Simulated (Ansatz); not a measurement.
One change: `C[O][Al]([OH])[OH]` becomes `[OH][Al]([OH])[Cl]`.

Ansatz, PBE0-D4/def2-TZVP geometries, multiplicity 1. Each molecule was computed in one conformer, which needn't be the lowest.

| property | `C[O][Al]([OH])[OH]` |
| --- | --- |
| ideal-gas entropy at 298 K and 1 bar (rigid rotor, harmonic PBE0-D4/def2-TZVP) / J/(mol·K) | 360 |
| LUMO energy (PBE/def2-TZVPP) / eV | -1.23 |
| HOMO energy (B3LYP/def2-TZVPP) / eV | -7.83 |
| HOMO energy (PBE0/def2-TZVPP) / eV | -8.07 |
| LUMO energy (PBE0/def2-TZVPP) / eV | -0.35 |
| LUMO energy (ωB97M-V/def2-TZVPP) / eV | 1.21 |

Question: Give the same properties after the change, and the shifts. (Estimate.)

Answer: Computed: 
```csv
property,`[OH][Al]([OH])[Cl]`,shift
"ideal-gas entropy at 298 K and 1 bar (rigid rotor, harmonic PBE0-D4/def2-TZVP) / J/(mol·K)",313,-47
LUMO energy (PBE/def2-TZVPP) / eV,-1.57,-0.34
HOMO energy (B3LYP/def2-TZVPP) / eV,-8.92,-1.09
HOMO energy (PBE0/def2-TZVPP) / eV,-9.21,-1.14
LUMO energy (PBE0/def2-TZVPP) / eV,-0.71,-0.36
LUMO energy (ωB97M-V/def2-TZVPP) / eV,0.91,-0.30
```

With PBE0 the HOMO falls by 1.14 eV and the LUMO falls by 0.36 eV, so the gap widens by about 0.78 eV. PBE moves the HOMO by -1.16 eV and ωB97M-V by -1.02 eV. The zero-point energy changes by -106.7 kJ/mol with -12 modes.

B3LYP here is the variant with VWN-RPA as its local correlation; programs differ in this.
